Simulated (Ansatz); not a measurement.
`[OH][Mo]([OH])(=[S])([Cl])[Cl]` + H₂O → `[OH][Mo]([OH])([OH])(=[S])[Cl]` + HCl  (formal hydrolysis of a Mo–Cl bond)

Isolated molecules relaxed with PBE0-D4/def2-TZVP in Ansatz; ΔE leaves out vibrations. CBS: MP2 limit from def2 TZ/QZ plus the TZ coupled-cluster correction, frozen cores. This one scheme is used for every species. DFT in def2-TZVPP. B3LYP here is the variant with VWN-RPA as its local correlation; programs differ in this. def2 core potentials past Kr. For Mo outer-core shells are correlated without core-valence functions, which leaves a few kJ/mol of doubt a bond. One conformer a species, not always the lowest.

(1) Is it downhill or uphill in electronic energy at CCSD(T)/CBS, and by how much? (An estimate is asked.)

(2) What do these levels give: PBE0-D4, B3LYP-D4, ωB97X-V, B2PLYP, r2SCAN0, CCSD/CBS(def2)? (Best estimate.)

Largest T1 diagnostic among the species: 0.024, so the coupled-cluster value is less sure than usual.

Answers

(1) Ansatz gave: Uphill: ΔE = +36.2 kJ/mol.

(2) Computed: PBE0-D4 32.3, B3LYP-D4 30.0, ωB97X-V 20.8, B2PLYP 33.1, r2SCAN0 29.8, CCSD/CBS(def2) 33.4 kJ/mol.

Leaving LDA and LC-ωPBE aside and taking each functional with its dispersion term where it has one, the values, not all of them listed here, spread over 16.6 kJ/mol, from ωB97X-V to PBE-QIDH. LDA lies −3.0 kJ/mol from PBE without D4. At CCSD(T), def2-SVP lies −15.2 kJ/mol from the extrapolated value and def2-TZVPP −6.1 kJ/mol.
